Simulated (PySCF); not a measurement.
A side-by-side comparison of computed properties.

First species: C3H9F2NSi2.
InChI=1S/C3H9F2NSi2/c1-2-3(4,5)8(7)6-2/h2,6,8H,1,7H3/t2-,8+/m0/s1

Second species: C6H6O.
Bonds: C1–C2 (double), C2–C3, C3–C4, C4–C5 (double), C5–C6, C6–O7 (double), C4–C6. Hydrogens: H8, H9 on C1; H10 on C2; H11, H12 on C3; H13 on C5.

Levels: PBE0/def2-SVPD for dipole moment, HOMO energy, LUMO energy, HOMO–LUMO gap, static isotropic polarisability and electronic spatial extent ⟨r²⟩ about the centre of nuclear charge; TDDFT PBE0/def2-SVPD for lowest singlet excitation; TDA PBE0/def2-SVPD for lowest triplet excitation (Tamm–Dancoff); GFN2-xTB for rotational constant A and rotational constant C. Geometries: GFN2-xTB. Each species is one conformer at its optimised geometry, gas phase, non-relativistic unless stated. Electronic properties by PySCF.

Dipoles, sizes and rotational constants follow the conformer. The torsions of the flexible species, by atom-mapped SMILES:
- `[CH2:1]=[CH:2][CH2:3][c:4]1[cH:5][c:6]1=[O:7]`: C1–C2–C3–C4 118°, C2–C3–C4–C5 -1°

```
                                                         property    column X    column Y
                                                    dipole moment      2.85 D      4.73 D
                                                      HOMO energy    -6.95 eV    -6.77 eV
                                                      LUMO energy    -0.97 eV    -0.85 eV
                                                    HOMO–LUMO gap     5.98 eV     5.92 eV
                                        lowest singlet excitation     4.63 eV     4.31 eV
                         lowest triplet excitation (Tamm–Dancoff)     4.27 eV     3.88 eV
                                  static isotropic polarisability     99.9 au     71.1 au
electronic spatial extent ⟨r²⟩ about the centre of nuclear charge  1455 bohr²   964 bohr²
                                            rotational constant A   1.971 GHz  10.118 GHz
                                            rotational constant C   0.911 GHz   1.182 GHz
```

(1) Which column belongs to which species?

(2) How does each property change from the first species to the second?

## Answers

(1) Column X is the first species and column Y the second. The first has 17 atoms and 80 electrons, the second 13 and 50.

(2) dipole moment +1.88 D; HOMO energy +0.18 eV; LUMO energy +0.12 eV; HOMO–LUMO gap -0.06 eV; lowest singlet excitation -0.32 eV; lowest triplet excitation (Tamm–Dancoff) -0.39 eV; static isotropic polarisability -28.8 au; electronic spatial extent ⟨r²⟩ about the centre of nuclear charge -491 bohr²; rotational constant A +8.147 GHz; rotational constant C +0.271 GHz.

On the first: The dipole equals about 9.5 × 10⁻³⁰ C·m (1 D = 3.33564 × 10⁻³⁰ C·m). S1 lies 1.35 eV below the HOMO–LUMO gap; its leading configuration is HOMO→LUMO, weight 0.99.

On the second: The principal polarisabilities are 52.5, 64.9 and 95.9 au; their mean is the isotropic value. The vertical singlet–triplet gap S1 − T1 is 0.43 eV (TDDFT singlet less Tamm–Dancoff triplet; S1: HOMO→LUMO, weight 0.98; T1: HOMO→LUMO, weight 0.97).
